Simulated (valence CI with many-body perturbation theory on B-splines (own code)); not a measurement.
The numbers below are computed, except where a source is named.
Basis-set convergence for Cd²⁷⁺

Level of theory: relativistic CI+MBPT: three valence electrons over a frozen Dirac-Fock core [Ar], radial functions for each j: 7 s, 7 p, 8 d, 6 f, 4 g, 1 h, with the one-electron correlation potential Σ1 (screened to all orders), the two-electron term Σ2, the three-electron term Σ3, Breit, model QED; selected single and double excitations, second order for the rest, scaled by the run's own slope (own B-spline code, finite nucleus).

No measured spectrum was set against this ion. As an estimate, large intervals hold to a few tenths of a per cent, small ones and those within an open d or f shell to about a per cent. Only levels of the ground parity were solved; by the run's estimate the other parity begins above the list, which can be wrong where configurations are misplaced.

The reference run has the lowest level 3d3 4F_3/2 and an ionisation energy of 1477.77 eV. Its largest variational space holds 4822 state functions.

Names give the largest LS component (configuration and term), which can be under half, so a name can repeat, a term be missing and a line seem to break the LS rules; names also repeat where a configuration has a term twice. Letters in brackets count levels of one name in rising energy.

Changed runs:
A. basis 6 s, 6 p, 5 d, 5 f, 1 g
B. basis 5 s, 5 p, 4 d, 4 f

Excitation energies of the reference run in cm⁻¹, and shifts in cm⁻¹:

```csv
Level,Reference,A,B
3d3 4F_5/2,41762,-102,-162
3d3 4F_7/2,70680,-42,-39
3d3 4P_3/2,85108,+211,+445
3d3 4F_9/2,86436,+98,+238
3d3 4P_1/2,99541,+178,+407
3d3 2G_7/2,136152,+212,+447
3d3 2H_9/2,142955,+142,+389
3d3 4P_5/2,146947,+114,+264
3d3 2D_3/2 [a],166113,+225,+417
3d3 2P_1/2,176308,+355,+748
3d3 2H_11/2,187803,+333,+811
3d3 2D_5/2 [a],202001,+365,+656
Ionisation energy (eV),1477.77,-0.05,-0.07
```
